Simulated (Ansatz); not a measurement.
H3GeNO, SMILES `[NH2][Ge][OH]` (excited triplet) (charge 0, multiplicity 3). This triplet is an excited state, 2.69 eV above the relaxed singlet at the level frozen-core CCSD(T)/cc-pVTZ // B3LYP-D3(BJ)/def2-TZVP (Ansatz, a first-principles code).

Calculation: r2SCAN/cc-pVTZ // B3LYP-D3(BJ)/def2-TZVP (Ansatz).

Ansatz 0.2 input:
```yaml
crystal:
  periodic: [false, false, false]
  atoms:
    - { symbol: N, position_ang: [-1.167346, 0.229609, -0.181961] }
    - { symbol: Ge, position_ang: [0.389202, -0.264686, 0.791725] }
    - { symbol: O, position_ang: [1.949474, 0.209115, -0.010601] }
    - { symbol: H, position_ang: [-1.760995, -0.566113, -0.395924] }
    - { symbol: H, position_ang: [-1.726432, 0.926125, 0.301269] }
    - { symbol: H, position_ang: [2.316097, -0.53405, -0.504508] }
basis:
  gaussian: { orbitals: cc-pVTZ }
hamiltonian:
  xc: r2scan
magnetization:
  spin_polarized: true
  initial_magnetization: 2
```

Output:

```
Functional definition: r2SCAN
879 factors; their error is unknown
mean field evaluation 1: about -60090.7897 eV, gradient 5.9e1 eV
mean field evaluation 2: about -60020.5442 eV, gradient 1.3e2 eV
mean field evaluation 4: about -60102.1079 eV, gradient 1.6e1 eV
mean field evaluation 8: about -60103.1833 eV, gradient 1.4e-1 eV
mean field evaluation 16: about -60103.1736 eV, gradient 2.4e-3 eV
mean field -60103.17361450 eV, -2208.7508909387 hartree, gradient 8.8e-5 eV, S^2 2.008561; 0 other end points of the search recorded, 0 dependent functions left out
reference -60103.17362787 eV, -2208.7508914299 hartree; 26, 24 occupied and 119, 121 virtual orbitals, 879 factors
Total energy: -60103.17362787 eV, -2208.7508914299 hartree
```
